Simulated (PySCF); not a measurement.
An unknown is described by computed data only.

Formula: C3H2F6.

- 13C NMR: chemical shifts (computed TMS as zero) by class: 128.3 (1 C), 120.6 (1 C), 85.5 (1 C) ppm [GIAO PBE0/pcSseg-1]
- Couplings: largest of the computed one-bond spin–spin couplings (means over like bonds): 19F–13C -358.7 (×3), 19F–13C -318.0 (×2), 19F–13C -244.2, 13C–1H +161.2 (×2) Hz [B3LYP/pcJ-1, spin–dipole term left out for some pairs]
- Dipole: 2.18 D [CAM-B3LYP/def2-SVPD]
- NMR, other nuclei: isotropic shieldings of nuclei other than C and H, by class: 267 (3 F), 313 (2 F), 441 (1 F) ppm [GIAO PBE0/pcSseg-1]
- Triplet: lowest triplet excitation (Tamm–Dancoff): 8.85 eV [TDA CAM-B3LYP/def2-SVPD]
- Rotational structure: rotational constants A, B, C: 1.988, 1.599, 1.304 GHz [GFN2-xTB]

Gas-phase values; electronic properties from PySCF, density fitting. Levels stand in brackets. The structure is a single GFN2-xTB conformer in the gas phase; no vibrational or solvent corrections. NMR values are class means; diastereotopic atoms form classes of their own.

Question: Propose a structure and show how it fits.

Answer: Numbering: `[F:1][CH2:2][C:3]([F:4])([F:5])[C:6]([F:7])([F:8])[F:9]`. Its formula, C3H2F6, gives 0 degrees of unsaturation, so no ring and no π bond. 3 carbons fall into 3 classes; from least to most shielded: CF3 carbon [C6] (128.3 ppm), CF2 carbon [C3] (120.6 ppm), sp3 C–F carbon [C2] (85.5 ppm). The other shieldings belong to: 267 ppm, fluorine of a CF3 group [F7/F8/F9]; 313 ppm, fluorine of a CF2 group [F4/F5]; 441 ppm, alkyl fluorine [F1]. The couplings run between: -358.7 Hz, fluorine of a CF3 group [F7] and CF3 carbon [C6] (with 2 like pairs); -318.0 Hz, fluorine of a CF2 group [F4] and CF2 carbon [C3] (with 1 like pair); -244.2 Hz, alkyl fluorine [F1] and sp3 C–F carbon [C2]; +161.2 Hz, sp3 C–F carbon [C2] and its hydrogen (with 1 like pair). The optimised geometry has point group C1 and is an asymmetric top. Structure: 1,1,1,2,2,3-hexafluoropropane (`FC(F)(F)C(F)(CF)F`). Computed isomers that give other values at the same levels: `FC(F)(F)CC(F)(F)F` (rotational constant A: 2.948 GHz; this holds for the one conformer computed). The assignments are read from this structure; whether some other isomer fits the data as well wasn't checked.

Shape of the structure used: `[F:1][CH2:2][C:3]([F:4])([F:5])[C:6]([F:7])([F:8])[F:9]`: F1–C2–C3–F4 167°, C2–C3–C6–F7 -74°.
